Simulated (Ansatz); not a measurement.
Sn13OH18. Total charge 0; triplet. Geometry r2SCAN-D4/def2-SVP, that of the neutral singlet; atoms count from 1.

Cartesian coordinates in Å:
```
Sn -2.801 0.720 1.823
Sn 1.017 -2.160 -3.765
Sn -1.279 -1.960 -0.365
Sn -1.117 1.962 -2.673
Sn 0.464 2.855 2.076
Sn 1.446 -0.786 0.376
Sn 0.317 -1.774 4.174
Sn -1.126 -0.386 -4.199
Sn -2.189 2.543 -0.246
Sn -0.684 0.845 3.684
Sn 2.983 -1.357 -1.928
Sn 0.641 -3.873 2.122
Sn 1.007 2.138 -0.696
O -0.988 -3.348 0.990
H -2.599 -0.760 0.833
H -4.513 0.712 2.039
H 1.559 -2.577 -5.348
H 0.231 -3.570 -3.145
H -1.015 3.418 -3.587
H -0.358 4.342 2.401
H 2.123 3.156 2.465
H 2.492 -0.106 1.585
H -0.802 -2.174 5.445
H 1.739 -1.333 5.071
H -2.656 -1.129 -3.948
H -1.122 0.243 -5.805
H -2.467 4.224 -0.004
H -1.403 1.679 5.025
H 4.080 -2.686 -1.849
H 3.834 -0.040 -2.639
H 1.733 -2.624 1.117
H 1.452 3.805 -1.026
```

In the def2 sets Sn takes a core potential; there is no spin–orbit coupling. Single mean-field runs in def2-TZVP are fitted with def2-universal-jkfit. At PBE0-D4/def2-TZVP a singlet of charge 0 lies 1.83 eV below the triplet at the same geometry.

Problem. Estimate the Mulliken populations of the heavy atoms from the PBE0/def2-TZVP orbitals of Ansatz.

Solution. 
```json
{"atom": "Sn1", "charge (e)": "0.13", "spin (α − β)": "-0.03"}
{"atom": "Sn2", "charge (e)": "0.04", "spin (α − β)": "0.01"}
{"atom": "Sn3", "charge (e)": "0.54", "spin (α − β)": "0.06"}
{"atom": "Sn4", "charge (e)": "0.06", "spin (α − β)": "0.27"}
{"atom": "Sn5", "charge (e)": "0.04", "spin (α − β)": "0.12"}
{"atom": "Sn6", "charge (e)": "-0.08", "spin (α − β)": "0.04"}
{"atom": "Sn7", "charge (e)": "0.01", "spin (α − β)": "0.00"}
{"atom": "Sn8", "charge (e)": "0.05", "spin (α − β)": "0.03"}
{"atom": "Sn9", "charge (e)": "-0.04", "spin (α − β)": "0.85"}
{"atom": "Sn10", "charge (e)": "0.02", "spin (α − β)": "0.05"}
{"atom": "Sn11", "charge (e)": "0.06", "spin (α − β)": "0.00"}
{"atom": "Sn12", "charge (e)": "0.38", "spin (α − β)": "0.12"}
{"atom": "Sn13", "charge (e)": "0.03", "spin (α − β)": "0.35"}
{"atom": "O14", "charge (e)": "-0.74", "spin (α − β)": "0.00"}
```
Mulliken values depend strongly on the basis.

Problem. Where does the spin sit?

Solution. Summed by element: Sn 1.86, O 0.00, H 0.14, of 2 unpaired in all. Largest on single atoms: Sn9 0.85, Sn13 0.35, Sn4 0.27.

Problem. And the Mayer bond orders between heavy atoms (over 0.3)?

Solution. Sn1–Sn9 0.86 (2.82 Å); Sn1–Sn10 0.81 (2.82 Å); Sn2–Sn8 0.86 (2.82 Å); Sn2–Sn11 0.87 (2.81 Å); Sn3–Sn6 0.61 (3.06 Å); Sn3–O14 1.02 (1.96 Å); Sn4–Sn8 0.82 (2.80 Å); Sn4–Sn9 0.79 (2.72 Å); Sn4–Sn13 0.76 (2.91 Å); Sn5–Sn10 0.83 (2.82 Å); Sn5–Sn13 0.74 (2.91 Å); Sn6–Sn11 0.84 (2.83 Å); Sn6–Sn13 0.39 (3.14 Å); Sn7–Sn10 0.79 (2.85 Å); Sn7–Sn12 0.78 (2.95 Å); Sn12–O14 0.74 (2.05 Å).
